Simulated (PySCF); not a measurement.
Al(OMe)(NH2)2, SMILES [NH2][Al]([O]C)[NH2], B3LYP/def2-SVP optimised geometry.

```
12

Al     0.08    -0.48     0.00
O     -0.76     0.97     0.00
C     -1.44     2.17    -0.01
H     -2.45     2.07    -0.45
H     -1.57     2.58     1.01
H     -0.90     2.94    -0.60
N      1.85    -0.48     0.00
H      2.42     0.36     0.00
H      2.45    -1.31     0.00
N     -0.82    -2.01     0.00
H     -0.41    -2.94     0.00
H     -1.83    -2.08     0.00
```

Density from B3LYP/def2-TZVP (PySCF 2.14.0) at that geometry.

Minimum of the electron density along straight lines between bonded atoms, close to the bond critical point (lines longer than 1.1 times the sum of covalent radii, or with two minima, are not listed):

```json
[
 {"bond": "Al1–O2", "length / Å": "1.678", "ρ at the minimum / e bohr⁻³": "0.104", "∇²ρ there / e bohr⁻⁵": "0.85", "position (fraction from the first atom)": "0.43"},
 {"bond": "O2–C3", "length / Å": "1.377", "ρ at the minimum / e bohr⁻³": "0.271", "∇²ρ there / e bohr⁻⁵": "-0.45", "position (fraction from the first atom)": "0.66"},
 {"bond": "C3–H4", "length / Å": "1.108", "ρ at the minimum / e bohr⁻³": "0.276", "∇²ρ there / e bohr⁻⁵": "-0.95", "position (fraction from the first atom)": "0.64"},
 {"bond": "C3–H5", "length / Å": "1.108", "ρ at the minimum / e bohr⁻³": "0.276", "∇²ρ there / e bohr⁻⁵": "-0.95", "position (fraction from the first atom)": "0.64"},
 {"bond": "C3–H6", "length / Å": "1.108", "ρ at the minimum / e bohr⁻³": "0.276", "∇²ρ there / e bohr⁻⁵": "-0.95", "position (fraction from the first atom)": "0.64"},
 {"bond": "Al1–N7", "length / Å": "1.775", "ρ at the minimum / e bohr⁻³": "0.102", "∇²ρ there / e bohr⁻⁵": "0.57", "position (fraction from the first atom)": "0.42"},
 {"bond": "N7–H8", "length / Å": "1.015", "ρ at the minimum / e bohr⁻³": "0.331", "∇²ρ there / e bohr⁻⁵": "-1.54", "position (fraction from the first atom)": "0.73"},
 {"bond": "N7–H9", "length / Å": "1.015", "ρ at the minimum / e bohr⁻³": "0.331", "∇²ρ there / e bohr⁻⁵": "-1.54", "position (fraction from the first atom)": "0.73"},
 {"bond": "Al1–N10", "length / Å": "1.775", "ρ at the minimum / e bohr⁻³": "0.102", "∇²ρ there / e bohr⁻⁵": "0.57", "position (fraction from the first atom)": "0.42"},
 {"bond": "N10–H11", "length / Å": "1.014", "ρ at the minimum / e bohr⁻³": "0.331", "∇²ρ there / e bohr⁻⁵": "-1.54", "position (fraction from the first atom)": "0.73"},
 {"bond": "N10–H12", "length / Å": "1.015", "ρ at the minimum / e bohr⁻³": "0.331", "∇²ρ there / e bohr⁻⁵": "-1.54", "position (fraction from the first atom)": "0.73"}
]
```
